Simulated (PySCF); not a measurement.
C2H6BCl3S.
Structure used (PBE0-D3(BJ)/def2-SVP), in Å, numbered top down from 1:
```
atom  x, y, z in Å
C1    -0.8167    1.0973   -0.9532
S2    -0.0396    0.6224    0.5969
C3    -0.9781   -0.8449    1.0426
B4     1.7327   -0.1368   -0.0038
Cl5    2.4300   -0.8034    1.5375
Cl6    1.3825   -1.4133   -1.2624
Cl7    2.5938    1.3210   -0.6669
H8    -0.2122    1.9218   -1.3533
H9    -1.8415    1.4371   -0.7557
H10   -0.7923    0.2469   -1.6486
H11   -2.0161   -0.5590    1.2565
H12   -0.9141   -1.5788    0.2273
H13   -0.5007   -1.2479    1.9453
```

Level: wB97X-D/def2-SVPD in PySCF, non-relativistic, on one gas-phase PBE0-D3(BJ)/def2-SVP geometry that isn't relaxed in the solvent. The solvent is an IEF-PCM continuum (Bondi radii, 1.10 Å for H, scaled by 1.2). Specific hydrogen bonds and non-electrostatic terms are outside this model.

Gas phase at wB97X-D/def2-SVPD: HOMO -10.01 eV, LUMO 1.38 eV, dipole 6.26 D.

Task: What does the continuum do to the energy, the frontier levels and the dipole at wB97X-D/def2-SVPD in chloroform and methanol?

Result: 
```tsv
solvent	ε	E(solvent) − E(gas) (kcal/mol)	polarisation term (kcal/mol)	distortion of the solute (kcal/mol)	HOMO (eV)	LUMO (eV)	dipole (D)
chloroform	4.711	-6.25	-7.39	1.14	-10.20	1.65	7.77
methanol	32.61	-8.65	-10.96	2.31	-10.19	1.64	8.41
```

The polarisation term is half the interaction of the solute with the surface charges that it induces; the rest is the cost of distorting the solute's density. The sum is the electrostatic part of solvation alone. The atom shares or the degeneracy of the HOMO differ from the gas phase in chloroform and methanol, so that column needn't follow one orbital. The atom shares or the degeneracy of the LUMO differ from the gas phase in chloroform and methanol, so that column needn't follow one orbital. From chloroform to methanol the lowering changes by a factor 1.39, Onsager's factor (ε − 1)/(2ε + 1) by 1.34 and ε itself by 6.9.

Task: Which radius a makes the point-dipole formula ΔE = −[(ε − 1)/(2ε + 1)]·μ²/a³ give the value in methanol, with the gas-phase dipole?

Result: μ = 2.462 au and |ΔE| = 0.01379 Eh give a = 3.14 Å; the farthest nucleus lies 2.99 Å from the centroid of the nuclei. The formula assumes a rigid point dipole at the centre of a sphere.

Task: Give the dipole vector in the frame of the coordinates (D, pointing from negative to positive charge), gas and methanol.

Result: Gas (-6.19, 0.85, 0.35), solvent (-8.31, 1.15, 0.46). Its length changes by +34 % and its direction by less than 1°.

Task: How does the static polarisability (wB97X-D/def2-SVPD, frozen core, with the continuum's full static response) change?

Result: 
| medium | isotropic (au) | principal values (au) | ⟨r²⟩ of the electrons (bohr²) |
| --- | --- | --- | --- |
| gas | 100.3 | 90.7, 103.8, 106.2 | 1497.2 |
| chloroform | 126.3 | 116.0, 131.4, 131.4 | 1496.5 |
| methanol | 139.0 | 129.5, 142.8, 144.8 | 1496.3 |

The isotropic value in methanol is 1.39 times the gas-phase one; no cavity-field correction is applied. ⟨r²⟩ is taken about the centre of nuclear charge.

Rough CPU time on one thread of a shared machine: about 60 s. This is the whole response run at wB97X-D/def2-SVPD in methanol, SCF included.

wB97X-D is run here without its empirical dispersion term; that term would change no orbital, density or response property at a fixed geometry.
